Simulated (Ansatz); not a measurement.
Molecule: sum formula GaBrF2 (charge 0, singlet). SMILES: [F][Ga]([Br])[F]
Geometry: optimised at B3LYP-D3(BJ)/def2-TZVP (Ansatz, a quantum-chemistry and plane-wave program).

Property: atomisation energy (electronic, to ground-state atoms), in kcal/mol. Correlated levels leave the core frozen unless marked. UHF or UKS for open shells. No spin-orbit coupling. The frozen core is the preceding noble-gas configuration, with the filled d and f shells of earlier blocks. No relativistic terms. The coupled-cluster limit lacks core correlation, which all-electron functionals hold. CBS marks a two-point X^-3 extrapolation of the correlation energy; Hartree-Fock from the larger set (for Q and 5 zeta extrapolated as (X+1)exp(-9√X)).

```csv
level,program,atomisation energy (kcal/mol)
HF/aug-cc-pVQZ,Ansatz,213.9
HF/cc-pVQZ,Ansatz,214.0
SVWN5/def2-TZVPD,Ansatz,356.7
revPBE/def2-TZVPD,Ansatz,290.7
B3LYP/def2-TZVPD,Ansatz,289.7
PBE0/STO-3G,Ansatz,281.2
PBE0/def2-SVP,Ansatz,296.4
PBE0-D3(BJ)/def2-TZVPD,Ansatz + dftd3,297.0
PBE0-D4/def2-TZVP,Ansatz + dftd4,297.0
r2SCAN0-D4/def2-TZVPD,Ansatz + dftd4,294.2
CAM-B3LYP-D3(BJ)/def2-TZVPD,Ansatz + dftd3,298.4
wB97X-V/def2-TZVPD,Ansatz,303.3
B2PLYP/def2-TZVPD,Ansatz,299.1
SCS-MP2/cc-pVDZ,Ansatz,283.0
SCS-MP2/aug-cc-pVTZ,Ansatz,311.1
SCS-MP2/cc-pVQZ,Ansatz,315.5
CCSD/cc-pVDZ,Ansatz,269.8
CCSD/cc-pVQZ,Ansatz,298.8
CCSD(T)/6-31G*,Ansatz,286.8
CCSD(T)/cc-pVDZ,Ansatz,274.2
"CCSD(T)/CBS(cc-pVQZ,cc-pV5Z)",Ansatz,312.3
```
